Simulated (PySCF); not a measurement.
## How methods differ on the interval between two levels of Sr

Sr [Kr] 5s2 → Sr [Kr] 5s1 5p1 [3P2, M_J = 2], as a difference of total energies. Computed with PySCF 2.14 in x2c-TZVPall-2c, with the two-component X2C-1e Hamiltonian. Correlated levels: [Ar] 3d10 frozen; the 6 highest virtual spinors dropped. "Screened" scales the spin-orbit matrix elements by Boettger's factors to mimic the two-electron term; Breit and QED terms are absent.

```
                    method  interval between two levels (cm⁻¹)
           GHF (spin-free)                              8322.2
          GMP2 (spin-free)                               14158
 GHF (screened spin-orbit)                              8507.1
GMP2 (screened spin-orbit)                               14350
```

The spin-free rows relax to the high-spin LS determinant and lack the spin-orbit shift.

Errors of the correlated levels include the incompleteness of this basis and the frozen core.

The labels give the starting determinants; with spin-orbit coupling the two ends relaxed to ⟨J²⟩ = 0.00, ⟨L²⟩ = 0.01, ⟨S²⟩ = 0.01 and ⟨J²⟩ = 6.03, ⟨L²⟩ = 2.03, ⟨S²⟩ = 2.01.

For comparison: 14899 cm⁻¹ (measured; NIST Handbook of Basic Atomic Spectroscopic Data (Sansonetti and Martin, J. Phys. Chem. Ref. Data 34, 1559 (2005))).
